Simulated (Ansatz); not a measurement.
Geometry optimisation, Ansatz 0.2.0, UKS B3LYP/6-31G.

input.yaml

```yaml
crystal:
  periodic: [false, false, false]
  atoms:
    - { symbol: Al, position_ang: [-0.619703, 0.803941, 1.216605] }
    - { symbol: O, position_ang: [-0.518711, -0.190733, -0.29137] }
    - { symbol: C, position_ang: [-0.830559, -1.586243, -0.527789] }
    - { symbol: F, position_ang: [-0.947502, 2.461127, 1.114725] }
    - { symbol: F, position_ang: [-0.568181, 0.071856, 2.744397] }
    - { symbol: H, position_ang: [1.488798, 0.567529, -1.029362] }
    - { symbol: S, position_ang: [2.503605, 1.248929, -0.409473] }
    - { symbol: H, position_ang: [-0.528873, -1.819965, -1.551687] }
    - { symbol: H, position_ang: [-1.906616, -1.773295, -0.429617] }
    - { symbol: H, position_ang: [-0.29092, -2.2463, 0.162379] }
    - { symbol: H, position_ang: [2.218762, 2.463154, -0.998907] }
magnetization:
  spin_polarized: true
basis:
  gaussian: { orbitals: "6-31G" }
hamiltonian:
  xc: b3lyp
relax:
  f_tol: 0.03
  max_steps: 50
```

Run as:

```bash
$ ansatz run input.yaml --threads 2 --pin off --max-ram 3072MiB --backend cpu --events-out ev --progress --plain --runs-dir out
```

Where does it end, and by what steps?

It converged. The force dipped under the threshold on the way, but the program's further checks kept it going. Limits of this set-up: no polarisation functions. After 22 steps the energy has fallen by 0.593 eV; H11 moved furthest, 1.23 Å. Joined: Al1–S7 (3.55 → 2.56 Å).

```json
{"step": "0", "energy less start (eV)": "0.0000", "largest force component (eV/Å)": "1.638", "accepted": "yes"}
{"step": "1", "energy less start (eV)": "-0.1779", "largest force component (eV/Å)": "0.995", "accepted": "yes"}
{"step": "2", "energy less start (eV)": "-0.3000", "largest force component (eV/Å)": "0.550", "accepted": "yes"}
{"step": "3", "energy less start (eV)": "-0.4166", "largest force component (eV/Å)": "0.618", "accepted": "yes"}
{"step": "4", "energy less start (eV)": "-0.4618", "largest force component (eV/Å)": "0.296", "accepted": "yes"}
{"step": "5", "energy less start (eV)": "-0.4864", "largest force component (eV/Å)": "0.223", "accepted": "yes"}
{"step": "6", "energy less start (eV)": "-0.5219", "largest force component (eV/Å)": "0.199", "accepted": "yes"}
{"step": "7", "energy less start (eV)": "-0.5517", "largest force component (eV/Å)": "0.279", "accepted": "yes"}
{"step": "8", "energy less start (eV)": "-0.5586", "largest force component (eV/Å)": "0.451", "accepted": "yes"}
{"step": "9", "energy less start (eV)": "-0.5513", "largest force component (eV/Å)": "0.362", "accepted": "no"}
{"step": "10", "energy less start (eV)": "-0.5732", "largest force component (eV/Å)": "0.108", "accepted": "yes"}
{"step": "11", "energy less start (eV)": "-0.5771", "largest force component (eV/Å)": "0.084", "accepted": "yes"}
{"step": "12", "energy less start (eV)": "-0.5733", "largest force component (eV/Å)": "0.508", "accepted": "no"}
{"step": "13", "energy less start (eV)": "-0.5818", "largest force component (eV/Å)": "0.047", "accepted": "yes"}
{"step": "14", "energy less start (eV)": "-0.5842", "largest force component (eV/Å)": "0.128", "accepted": "yes"}
{"step": "15", "energy less start (eV)": "-0.5851", "largest force component (eV/Å)": "0.207", "accepted": "yes"}
{"step": "16", "energy less start (eV)": "-0.5904", "largest force component (eV/Å)": "0.108", "accepted": "yes"}
{"step": "17", "energy less start (eV)": "-0.5919", "largest force component (eV/Å)": "0.019", "accepted": "yes"}
{"step": "18", "energy less start (eV)": "-0.5922", "largest force component (eV/Å)": "0.069", "accepted": "yes"}
{"step": "19", "energy less start (eV)": "-0.5920", "largest force component (eV/Å)": "0.068", "accepted": "no"}
{"step": "20", "energy less start (eV)": "-0.5926", "largest force component (eV/Å)": "0.031", "accepted": "yes"}
{"step": "21", "energy less start (eV)": "-0.5927", "largest force component (eV/Å)": "0.005", "accepted": "yes"}
{"step": "22", "energy less start (eV)": "-0.5928", "largest force component (eV/Å)": "0.011", "accepted": "yes"}
```

```xyz
11
Properties=species:S:1:pos:R:3
Al -0.215 0.757 0.814
O -0.510 -0.604 -0.143
C -1.083 -1.860 -0.459
F -0.941 2.250 0.411
F 0.236 0.630 2.454
H 1.772 1.586 -1.471
S 2.085 1.277 -0.170
H -0.809 -2.138 -1.483
H -2.178 -1.823 -0.393
H -0.720 -2.641 0.222
H 2.363 2.566 0.219
```

Whether the end is a true minimum wasn't checked by a vibrational analysis.

Time of the run: 2.4 min on 2 threads of Intel(R) Xeon(R) Platinum 8259CL CPU @ 2.50GHz (Skylake/Cascade Lake), on a shared host, peak memory 0.28 GiB.
